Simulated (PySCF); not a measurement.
Isomers of C9H8O2, from PBE0-D3(BJ)/def2-SVP geometry optimisation, gas phase in PySCF. One conformer each, no zero-point energy, no frequencies.

Question: Which is lowest in electronic energy at this level?
A. `[CH2:1]=[CH:2][c:3]1[cH:4][cH:5][c:6]([C:7](=[O:8])[OH:9])[cH:10][cH:11]1` with C1–C2–C3–C4 -2°, C5–C6–C7–O8 0°, C6–C7–O9–H 180°: A = 3576, B = 575.2, C = 495.5 MHz, dipole 1.94 D
B. `[CH2:1]=[CH:2][O:3][C:4](=[O:5])[c:6]1[cH:7][cH:8][cH:9][cH:10][cH:11]1` with C1–C2–O3–C4 180°, C2–O3–C4–O5 0°, O3–C4–C6–C7 1°: A = 2942, B = 632.7, C = 520.7 MHz, dipole 2.04 D
C. `[CH3:1][c:2]1[cH:3][cH:4][cH:5][c:6]([CH:7]=[O:8])[c:9]1[CH:10]=[O:11]` with C5–C6–C7–O8 179°, C6–C9–C10–O11 -179°: A = 1420, B = 1178, C = 646.3 MHz, dipole 4.70 D

Answer: A. That is 4-vinylbenzoic acid (`c1c(ccc(c1)C(O)=O)C=C`), 11.6 kcal/mol below the next.

```json
{"SMILES": "C=Cc1ccc(C(=O)O)cc1", "mapped SMILES": "[CH2:1]=[CH:2][c:3]1[cH:4][cH:5][c:6]([C:7](=[O:8])[OH:9])[cH:10][cH:11]1", "E (Eh)": "-497.31636", "relative (kcal/mol)": "0.0", "relative (kJ/mol)": "0.0", "dipole (D)": "1.94"}
{"SMILES": "C=COC(=O)c1ccccc1", "mapped SMILES": "[CH2:1]=[CH:2][O:3][C:4](=[O:5])[c:6]1[cH:7][cH:8][cH:9][cH:10][cH:11]1", "E (Eh)": "-497.29788", "relative (kcal/mol)": "11.6", "relative (kJ/mol)": "48.5", "dipole (D)": "2.04"}
{"SMILES": "Cc1cccc(C=O)c1C=O", "mapped SMILES": "[CH3:1][c:2]1[cH:3][cH:4][cH:5][c:6]([CH:7]=[O:8])[c:9]1[CH:10]=[O:11]", "E (Eh)": "-497.29231", "relative (kcal/mol)": "15.1", "relative (kJ/mol)": "63.1", "dipole (D)": "4.70"}
```

As drawn, the lowest has an O–H bond, a C(=O)–O unit and a C=C bond outside aromatic rings, which the highest lacks.
